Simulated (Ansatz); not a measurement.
A search over several starts for the lowest SCF solution of MnHg7Te7Br2 at the given spin, in a small basis.

```yaml
crystal:
  periodic: [false, false, false]
  atoms:
    - {symbol: Br, position_ang: [3.076740, -4.160299, -0.900973]}
    - {symbol: Br, position_ang: [-0.222488, 1.380019, 3.997766]}
    - {symbol: Hg, position_ang: [-3.244293, 2.104997, -0.597781]}
    - {symbol: Hg, position_ang: [0.739254, -3.993530, -1.807282]}
    - {symbol: Hg, position_ang: [-2.325811, 0.365974, 2.154234]}
    - {symbol: Hg, position_ang: [1.344764, -0.190646, 2.198560]}
    - {symbol: Hg, position_ang: [0.561442, 1.763621, -1.516448]}
    - {symbol: Hg, position_ang: [-0.900978, 3.356289, 1.644441]}
    - {symbol: Hg, position_ang: [3.109573, -0.888840, -0.570312]}
    - {symbol: Mn, position_ang: [-0.917899, -1.131611, -1.743915]}
    - {symbol: Te, position_ang: [-2.108810, 1.208370, -2.806831]}
    - {symbol: Te, position_ang: [-3.646184, 2.843459, 2.015587]}
    - {symbol: Te, position_ang: [-1.709700, -3.535763, -2.636163]}
    - {symbol: Te, position_ang: [4.023359, -0.477285, 1.918002]}
    - {symbol: Te, position_ang: [1.459935, 3.455418, 0.423390]}
    - {symbol: Te, position_ang: [1.651696, -0.484035, -2.831014]}
    - {symbol: Te, position_ang: [-0.890620, -1.616135, 1.058740]}
basis:
  gaussian: {orbitals: def2-SVP, fitting: {mean_field: def2-universal-jkfit}, initial_orbitals: start.molden}
magnetization: {spin_polarized: true, initial_magnetization: 5}
hamiltonian: {xc: pbe, dispersion: d4}
output: {orbitals: {seedname: orbitals}}
```

The file start.molden holds the orbitals of an earlier run on this structure, at another level or in another basis.

```sh
$ ansatz run in.yaml --threads 2 --pin off --events-out ev --progress --plain --max-ram 32768MiB --backend cuda --devices 0, --max-vram 18GiB
```

It prints (some lines left out):

```
Functional definition: PBE
4051 factors; integrals over basis functions are off by at most 1.6e-1 eV
mean field evaluation 1: about -251674.1751 eV, gradient 9.2e0 eV
mean field evaluation 2: about -251674.5105 eV, gradient 4.1e-1 eV
mean field evaluation 4: about -251674.5199 eV, gradient 9.8e-3 eV
mean field evaluation 8: about -251477.2102 eV, gradient 2.1e2 eV
mean field evaluation 16: about -251674.0891 eV, gradient 4.9e0 eV
mean field evaluation 32: about -251670.7628 eV, gradient 1.4e1 eV
mean field evaluation 64: about -251673.0825 eV, gradient 2.9e0 eV
mean field -251674.51994981 eV, -9248.8680170388 hartree, gradient 1.6e-5 eV, S^2 8.776213; 5 other end points of the search recorded, 0 dependent functions left out
reference -251674.52001349 eV, -9248.8680193791 hartree; 204, 199 occupied and 297, 302 virtual orbitals, 4051 factors
Total energy: -251677.08284520 eV, -9248.9622017072 hartree
```

Run time 36 s (2 threads of AMD EPYC 7R13 on a shared host and a share (18 GiB) of an NVIDIA H100 80GB HBM3), peak host memory 1.6 GiB.

In the def2 sets Hg, Te take a core potential; there is no spin–orbit coupling. Single mean-field runs in def2-SVP are fitted with def2-universal-jkfit.
